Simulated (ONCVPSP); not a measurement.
## calcium (Ca): excitation energies, all-electron against ONCV

| Item | Value |
| --- | --- |
| Element | calcium (Ca) |
| Generator | ONCVPSP 4.0.1 |
| Type | optimised norm-conserving Vanderbilt (ONCV) |
| Functional | PBE |
| Relativity | scalar-relativistic |
| Frozen core | [Ne] |
| Valence charge | 10 |
| Reference configuration | 3s2 3p6 4s1.75 4p0.25 |
| Partial waves | 3s+4s: rc 1.75 bohr, ncon 4, nbas 8, qcut 5.3 1/bohr, 3 projectors, debl 3.4 Ha; 3p+4p: rc 2.40 bohr, ncon 4, nbas 8, qcut 4.4 1/bohr, 2 projectors; d scattering state at 0.27 Ha: rc 2.20 bohr, ncon 5, nbas 9, qcut 5.1 1/bohr, 1 projector |
| Local potential | polynomial inside 1.45 bohr (lpopt 5, dvloc0 0 Ha) |
| Core correction | Teter function, fcfact 3.5, rcfact 1.55 |

In the d channel the program set the typed energies aside and used -0.082 Ha.

Energies are relative to the spin-unpolarised reference configuration 3s2 3p6 4s1.75 4p0.25; without spin polarisation the order of configurations can differ from experiment.

(1) Give the all-electron excitation energy and the error of the potential for: 3s2 3p6 4s2 4p0; 3s2 3p6 4s1 4p0; 3s2 3p6 4s0 4p0; 3s2 3p6 4s1.5 4p0.

Levels in the configuration 3s2 3p6 4s0 4p0:

```json
{"level": "3s", "all-electron (eV)": "-62.236", "pseudo (eV)": "-62.298"}
{"level": "3p", "all-electron (eV)": "-43.060", "pseudo (eV)": "-43.070"}
```

## Answers

(1)

| valence configuration | charge | ΔE all-electron (eV) | error AE − PS (meV) |
| --- | --- | --- | --- |
| 3s2 3p6 4s2 4p0 | 0 | -0.594 | -0.1 |
| 3s2 3p6 4s1 4p0 | +1 | 5.715 | -0.8 |
| 3s2 3p6 4s0 4p0 | +2 | 17.535 | -9.7 |
| 3s2 3p6 4s1.5 4p0 | +0.5 | 1.909 | -0.1 |
